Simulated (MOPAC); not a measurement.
MOPAC input (MNDO):

```
MNDO PRECISE GNORM=0.05 LET XYZ UHF MS=0.5 GEO-OK AUX(PRECISION=9) THREADS=1
InO2

In    0.00000000 1    0.00000000 1    0.00000000 1
O    -0.00000000 1   -0.00000000 1   -1.87774800 1
O     0.00000000 1    0.00000000 1    1.87774800 1
```

Output:

```
 *******************************************************************************
 **                                                                           **
 **                              MOPAC v23.2.5                                **
 **                                                                           **
 *******************************************************************************
 ** MOPAC's Digital Object Identifier: https://doi.org/10.5281/zenodo.6511958 **
 **                                                                           **
 ** Please cite the open-source release paper for use of this MOPAC version:  **
 ** J. E. Moussa and J. J. P. Stewart (2026)                                  **
 ** MOPAC: An open-source semiempirical molecular orbital program             **
 ** J. Open Source Softw., 11(119), 8025, https://doi.org/10.21105/joss.08025 **
 *******************************************************************************

                              MNDO CALCULATION RESULTS

 *******************************************************************************
 *  MNDO       - The MNDO Hamiltonian to be used
 *  GEO-OK     - OVERRIDE INTERATOMIC DISTANCE AND OTHER SAFETY CHECKS
 *  UHF        - UNRESTRICTED HARTREE-FOCK CALCULATION
 *  MS=        - IN MECI, MAGNETIC COMPONENT OF SPIN =  0.5
 *  LET        - OVERRIDE SOME SAFETY CHECKS
 *  PRECISE    - TIGHTER CRITERIA TO BE USED
 *  XYZ        - CARTESIAN COORDINATE SYSTEM TO BE USED
 *  GNORM      - EXIT WHEN GRADIENT NORM DROPS BELOW 0.050
 *  AUX        - OUTPUT AUXILIARY INFORMATION
 *******************************************************************************
MNDO PRECISE GNORM=0.05 LET XYZ UHF MS=0.5 GEO-OK AUX(PRECISION=9) THREADS=1
 InO2

   ATOM   CHEMICAL          X               Y               Z
  NUMBER   SYMBOL      (ANGSTROMS)     (ANGSTROMS)     (ANGSTROMS)

     1      In          0.00000000  *   0.00000000  *   0.00000000  *
     2       O         -0.00000000  *  -0.00000000  *  -1.87774800  *
     3       O          0.00000000  *   0.00000000  *   1.87774800  *

          CARTESIAN COORDINATES

    NO.       ATOM           X           Y           Z

     1        In          0.0000      0.0000      0.0000
     2         O         -0.0000     -0.0000     -1.8777
     3         O          0.0000      0.0000      1.8777

  O: (MNDO): M.J.S. DEWAR, W. THIEL, J. AM. CHEM. SOC., 99, 4899, (1977)
 In: (MNDO): J. J. P. STEWART, J. MOL. MOD., 10, 155-164 (2004)

           Empirical Formula: O2 In  =     3 atoms

      MOLECULAR POINT GROUP   :   D*h

          UHF CALCULATION, NO. OF ALPHA ELECTRONS =    8
                           NO. OF BETA  ELECTRONS =    7

          Geometry optimization using EF

          DIAGONAL MATRIX USED AS START HESSIAN

 CYCLE:     1  GRAD.:   138.317 HEAT:  166.1569
 CYCLE:     2  GRAD.:    22.665 HEAT:  150.8477
 CYCLE:     3  GRAD.:     5.417 HEAT:  150.3004
 CYCLE:     4  GRAD.:     0.278 HEAT:  150.2653
 CYCLE:     5  GRAD.:     0.031 HEAT:  150.2651

     GRADIENT =  0.03070 IS LESS THAN CUTOFF =  0.05000

 -------------------------------------------------------------------------------
 MNDO PRECISE GNORM=0.05 LET XYZ UHF MS=0.5 GEO-OK AUX(PRECISION=9) THREADS=1
 InO2

     GEOMETRY OPTIMISED USING EIGENVECTOR FOLLOWING (EF).
     SCF FIELD WAS ACHIEVED

                              MNDO CALCULATION
                                                       MOPAC v23.2.5 Linux

          FINAL HEAT OF FORMATION =        150.26513 KCAL/MOL =     628.70931 KJ/MOL

          COSMO AREA              =         90.58 SQUARE ANGSTROMS
          COSMO VOLUME            =         72.35 CUBIC ANGSTROMS

          GRADIENT NORM           =          0.03070          =       0.01773 PER ATOM
          IONIZATION POTENTIAL    =          8.118322 EV
          ALPHA SOMO LUMO (EV)    =        -12.423 -2.442
          BETA  SOMO LUMO (EV)    =         -8.118 -1.653
          NO. OF ALPHA ELECTRONS  =          8
          NO. OF BETA  ELECTRONS  =          7
          MOLECULAR WEIGHT        =        146.8188         POINT GROUP:  D*h

          MOLECULAR DIMENSIONS (Angstroms)

            Atom       Atom       Distance
            O     3    O     2     4.11212
           In     1    O     2     0.00000
           In     1    O     3     0.00000

          SCF CALCULATIONS        =          6

   ATOM   CHEMICAL          X               Y               Z
  NUMBER   SYMBOL      (ANGSTROMS)     (ANGSTROMS)     (ANGSTROMS)

     1      In          0.00000000  *   0.00000000  *  -0.00000002  *
     2       O         -0.00000000  *  -0.00000000  *  -2.05605912  *
     3       O          0.00000000  *   0.00000000  *   2.05605918  *

                             CARTESIAN COORDINATES

   1   In        0.000000000     0.000000000    -0.000000022
   2    O       -0.000000000    -0.000000000    -2.056059119
   3    O        0.000000000     0.000000000     2.056059179

           Empirical Formula: O2 In  =     3 atoms

      MOLECULAR POINT GROUP   :   D*h

          ALPHA EIGENVALUES
 -37.25723 -36.52971 -14.64069 -14.01221 -13.66431 -13.20499 -12.90621 -12.42259
  -2.44174   0.44386   1.67587   4.55530

           BETA EIGENVALUES
 -34.04137 -33.24181 -14.42567 -12.20989 -12.09472 -11.53604  -8.11832  -1.65261
  -1.46510  -0.54134   0.79581   4.41728

              NET ATOMIC CHARGES AND DIPOLE CONTRIBUTIONS

  ATOM NO.   TYPE          CHARGE      No. of ELECS.   s-Pop       p-Pop
    1         In           0.370123        2.6299     1.25177     1.37810
    2          O          -0.185062        6.1851     1.94242     4.24264
    3          O          -0.185061        6.1851     1.94242     4.24264
 DIPOLE           X         Y         Z       TOTAL
 POINT-CHG.     0.000    -0.000     0.000     0.000
 HYBRID         0.000    -0.000     0.000     0.000
 SUM            0.000    -0.000     0.000     0.000

          ATOMIC ORBITAL ELECTRON POPULATIONS

     Atom    s        px        py        pz
    1 In   1.25177   0.12992   0.61874   0.62945
    2  O   1.94242   1.93504   1.19063   1.11697
    3  O   1.94242   1.93504   1.19063   1.11697

                    (SZ)    =    0.500000
                    (S**2)  =    1.215233

          ATOMIC ORBITAL SPIN POPULATIONS

    Atom   Total    s     px     py     pz
         Atomic
    1 In -0.8493 -0.157 -0.033 -0.562 -0.097
    2  O  0.9247  0.001  0.016  0.781  0.126
    3  O  0.9247  0.001  0.016  0.781  0.126

 **********************
 *                    *
 * JOB ENDED NORMALLY *
 *                    *
 **********************

 == MOPAC DONE ==
```

The geometry given is a B3LYP-D3(BJ)/def2-TZVP minimum.

The determinant is spin-contaminated: <S^2> is 1.22 against 0.75 for a pure state.
